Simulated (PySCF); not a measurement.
In(H)(Et)(NH2) (C2H8InN), SMILES C[CH2][InH][NH2]. Geometry optimised at PBE-D3(BJ)/def2-SVP. The structure was generated by enumeration; whether it is a known compound was not checked. The def2 effective core potentials stand for the cores of In; spin–orbit coupling is left out. The values are those of a single conformer.

Computed equilibrium geometry at PBE-D3(BJ)/def2-SVP (PySCF confirms it by a frequency run) as a Z-matrix, and its point group (one conformer of several):
point group Cs.
```
C
H 1 1.1103
H 1 1.1103 2 106.03
C 1 1.5301 2 111.57 3 121.65
H 4 1.1100 1 112.01 2 -179.20
H 4 1.1100 5 106.82 1 122.98
H 4 1.1123 5 106.89 6 114.14
In 1 2.1895 2 107.00 3 -113.95
H 8 1.7373 1 134.64 2 56.64
N 8 2.0461 9 113.72 1 180.00
H 10 1.0221 8 125.16 9 0.00
H 10 1.0223 11 110.76 8 180.00
```
